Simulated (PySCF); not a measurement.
Two-component Hartree-Fock for Tb(43+) (terbium, charge +43)

Start: [Ar] 3d4; 3d3/2 filled at m_j = -3/2, -1/2, +1/2, +3/2. Calculated with PySCF 2.14 in an uncontracted even-tempered set (16 s from 9.8 bohr⁻², ratio 2.8; 12 p from 13 bohr⁻², ratio 2.8; 8 d from 13 bohr⁻², ratio 2.8; 3 f from 42 bohr⁻², ratio 3): generalised Hartree-Fock with the X2C-1e Hamiltonian and a Gaussian nucleus; one run each with spin-orbit coupling (SO) switched off, then screened by Boettger's factors.

```
spinor shell  electrons  ε, spin-free (eV)  ε, screened SO (eV)  weight of nominal j (screened SO)  rms radius, screened SO (bohr)
       1s1/2          2           -54694.4             -54679.9                              1.000                          0.0245
       2s1/2          2           -11152.5             -11146.0                              1.000                          0.0983
       2p1/2          2           -10180.6             -10721.9                              1.000                          0.0841
       2p3/2          4           -10180.6              -9943.0                              1.000                          0.0902
       3s1/2          2            -4075.9              -4073.8                              1.000                           0.244
       3p1/2          2            -3765.9              -3909.1                              1.000                           0.233
       3p3/2          4            -3765.9              -3701.9                              1.000                           0.246
       3d3/2          4            -3449.8              -3462.3                              1.000                           0.213
```

```json
{"quantity": "E (hartree)", "spin-free": "-10208.27958", "screened SO": "-10218.93424"}
{"quantity": "M_J", "spin-free": "0", "screened SO": "0"}
{"quantity": "⟨J²⟩", "spin-free": "4.001", "screened SO": "0.000"}
{"quantity": "⟨L²⟩", "spin-free": "6.001", "screened SO": "2.433"}
{"quantity": "⟨S²⟩", "spin-free": "6.000", "screened SO": "2.433"}
```

Breit and QED terms are absent; they matter most for the inner s and p1/2 levels.

Densities and radii are taken from the X2C orbitals without a picture-change correction, which distorts them close to the nucleus.

Without spin-orbit coupling the j labels of p, d and f shells carry no meaning; the spin-free column gives the mean over the occupied spinors of each nl shell, and its ⟨J²⟩ belongs to a mixture of degenerate components.
